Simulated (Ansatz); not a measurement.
Two structures of SiH2SeF2, singlet, reached by relaxing down either side of one saddle point (PBE0-D4/def2-TZVP). Energies are electronic, without zero-point energy. Computed with Ansatz 0.2.0 (basis: def2-TZVPP and def2-QZVPP); correlated methods freeze the cores. Filled d shells of the heavier atoms are correlated. The def2 sets are not built for correlating such inner shells, so the correlated values are less sure here. Extrapolation: Hartree–Fock as exp(−7.88 √X), correlation as X^−2.97. First:

Si1  (-0.611, -1.515, 0.084)
F2  (-1.940, -0.766, -0.457)
F3  (0.355, -1.298, -1.199)
H4  (1.710, 0.806, 0.860)
Se5  (0.302, 1.171, 1.055)
H6  (0.184, 1.602, -0.343)
(Å)

Second:

```tsv
atom	x (Å)	y (Å)	z (Å)
Si1	-0.1791	-0.4894	0.0779
F2	-1.6062	-0.9930	0.5451
F3	0.0750	-1.0439	-1.3843
H4	0.8572	-1.0714	0.9465
Se5	-0.2790	1.7566	0.1097
H6	1.1320	1.8411	-0.2948
```

(1) Which bonds change from the first to the second?

(2) Give the saddle point's structure and its height above each. (To be estimated.)

The T1 diagnostic stays at or below 0.014. The restricted Hartree–Fock reference is unstable towards an unrestricted one at one or more of these structures. A large double-excitation amplitude points to some diradical character; no triplet was computed.

Answers

(1) H₂Se + SiF₂ → SiH₂SeF₂ ([F][SiH]([F])[SeH]); bonds formed: Si1–H4, Si1–Se5; bonds broken: H4–Se5.

(2) Computed: 22.96 kcal/mol above the first and 67.82 kcal/mol above the second (CCSD(T) at an estimated basis limit (MP2 extrapolated from triple and quadruple zeta, plus CCSD(T) − MP2 in triple zeta)).
```csv
atom,x (Å),y (Å),z (Å)
Si1,-0.1866,-0.9803,0.0402
F2,-1.7366,-1.1285,0.3677
F3,-0.0564,-0.9523,-1.5461
H4,0.7318,-0.0892,1.0151
Se5,0.0856,1.5763,0.5618
H6,1.1621,1.5740,-0.4386
```

Losses and insertions of silylenes and their heavier kin drive the gas-phase chemistry of silicon and germanium vapour deposition.

Labels in which every atom is bracketed show which atoms are joined, not bond orders.

For scale, one of the runs: CCSD(T)/def2-TZVPP, 180 basis functions, launched by `ansatz run in.yaml --threads 4 --pin off --events-out ev --progress --plain --max-ram 9574MiB`. The run took 62 s on 4 CPU threads of an Arm Neoverse V1 (shared host), with 1.8 GiB of host memory at its peak.
